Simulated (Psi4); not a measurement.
C$_{3}$H$_{5}$, charge -1, singlet, at a GFN2-xTB geometry (a gas-phase anion, which may not be bound at this level). Base run: Psi4 with B3LYP/def2-SVP.

Input for Psi4:
```
memory 2 GB

molecule {
-1 1
C    -0.01075075    0.96016996    0.09341244
C     0.75577748   -0.34450835    0.02662440
C    -0.74825136   -0.36088374    0.02184688
H    -0.01259673    1.43179750   -0.94199642
H     1.25539163   -0.74361368   -0.87634220
H     1.26166067   -0.70938769    0.92963389
H    -1.25179611   -0.73675342    0.92164993
H    -1.23331166   -0.77070990   -0.88424753
}

set {
  basis def2-svp
}

energy('b3lyp')
print_variables()
```

The base run was repeated with changes; each row names its change, and settings that it needs were set with it.

| change | basis functions | E (Eh) |
|---|---|---|
| base | 67 | -117.12063 |
| basis = cc-pVTZ-DK; relativity = none (with scf_type pk) | 160 | -117.25868 |
| basis = cc-pVDZ-DK; relativity = none (with scf_type pk) | 67 | -117.20684 |
| basis = cc-pVDZ-DK; relativity = spin-free X2C (with scf_type pk) | 67 | -117.25327 |
| basis = cc-pVTZ-DK; relativity = spin-free X2C (with scf_type pk) | 160 | -117.30498 |

Total energies compare only within one method and basis.

A gas-phase anion may not be bound at this level; its values then depend on the basis.

Basis sets contracted for a relativistic Hamiltonian are a mismatch without it, so the rows without relativity aren't non-relativistic limits. No row has spin-orbit coupling; sets with core potentials leave out the core electrons.
